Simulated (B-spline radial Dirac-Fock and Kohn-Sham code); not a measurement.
## Tc²⁺ 3p3/2: cross section and angular parameters

System: technetium as Tc²⁺, configuration [Kr] 4d5; threshold 445.7 eV (orbital energy of the model). These are calculated numbers from a radial B-spline solver; the model is Dirac-Hartree-Slater photoionisation with a Latter tail; cross sections with all multipoles, angular parameters from the dipole term and its interference with E2.

Input of the calculation (task.json; shells as n, l, electrons):

```json
{"items": [{
  "Z": 43,
  "q": 2,
  "cfg": [[1, 0, 2], [2, 0, 2], [2, 1, 6], [3, 0, 2], [3, 1, 6], [3, 2, 10], [4, 0, 2], [4, 1, 6], [4, 2, 5]],
  "A": 97,
  "rrms": 4.4112,
  "do": "xps",
  "hv": [51.4, 60, 62.1, 73.9, 80, 81.8, 125.0, 173.0, 174.0, 177.0, 180.0, 218.0, 296.0, 300, 327.0, 346.0, 400, 1060.0, 1210.0, 1390.0, 1486.9, 1830.0, 3220.0, 4960.0, 5414.7, 5710.0, 12000, 13300.0, 15000]
}]}
```

Launch: `python xray2_run.py task.json out`

For linearly polarised light dσ/dΩ = σ/(4π) [1 + β P₂(cos θ) + (δ + γ cos²θ) sin θ cos φ], with θ from the polarisation vector and φ the angle between the beam and the projection of the electron momentum on the plane normal to the polarisation.

| hν (eV) | σ (kb) | β | γ | δ |
| --- | --- | --- | --- | --- |
| 1060 | 159 | 1.574 | -0.008 | 0.003 |
| 1210 | 127 | 1.606 | -0.027 | 0.003 |
| 1390 | 98.5 | 1.627 | -0.022 | 0.003 |
| 1486.9 | 86.7 | 1.633 | -0.010 | 0.004 |
| 1830 | 57.3 | 1.637 | 0.059 | 0.006 |
| 3220 | 16.1 | 1.568 | 0.432 | 0.017 |
| 4960 | 5.37 | 1.459 | 0.827 | 0.036 |
| 5414.7 | ? | ? | ? | ? |
| 5710 | 3.68 | 1.414 | 0.964 | 0.045 |
| 12000 | 0.429 | 1.119 | 1.683 | 0.130 |
| 13300 | 0.313 | 1.071 | 1.773 | 0.148 |
| 15000 | 0.215 | 1.014 | 1.875 | 0.172 |

Q: Give the values at Cr Kα (5414.7 eV).

A: σ = 4.25 kb, β = 1.432, γ = 0.912, δ = 0.041.
